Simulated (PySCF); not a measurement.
MoO3, SMILES [O]=[Mo](=[O])=[O] (connectivity only; charge and spin as stated), charge +1, multiplicity 2.

Geometry optimised at B3LYP-D3(BJ)/def2-TZVP. The multiplicity is an assumed one; other spin states were not compared. The isomer is the one that the SMILES or the coordinates give; other isomers of the formula were not compared. The def2 effective core potentials stand for the cores of Mo; spin–orbit coupling is left out.

Level of theory: TDA-PBE0/def2-SVPD (PySCF 2.14.0).

Vertical excitations. 

Q: Estimate the UV-visible absorptions. (Estimate from the structure and the level; the computed values follow.)

A: 
```tsv
state	energy (eV)	λ (nm)	f	main pairs
root 1	0.68	1821	0.000	β HOMO→LUMO 87 %
root 2	1.58	783	0.000	β HOMO−2→LUMO 83 %
root 3	1.94	638	0.001	β HOMO−1→LUMO 95 %
root 4	3.10	400	0.000	α HOMO→LUMO 20 %, β HOMO−1→LUMO+1 74 %
root 5	3.17	391	0.004	α HOMO−1→LUMO 15 %, β HOMO→LUMO+1 76 %
root 6	3.47	357	0.001	α HOMO→LUMO 69 %, β HOMO−1→LUMO+1 19 %
root 7	3.64	341	0.002	α HOMO→LUMO 8 %, α HOMO−3→LUMO 6 %, α HOMO→LUMO+1 5 %, β HOMO−3→LUMO 44 %, β HOMO→LUMO+3 12 %
root 8	3.69	336	0.000	α HOMO−2→LUMO 14 %, β HOMO−2→LUMO+1 67 %
root 9	3.79	327	0.000	β HOMO−5→LUMO 49 %, β HOMO−3→LUMO 16 %, β HOMO−2→LUMO 11 %, β HOMO−2→LUMO+3 9 %
root 10	4.01	309	0.000	α HOMO→LUMO+1 33 %, β HOMO−1→LUMO+2 55 %
```
Unrestricted roots are not spin-pure.
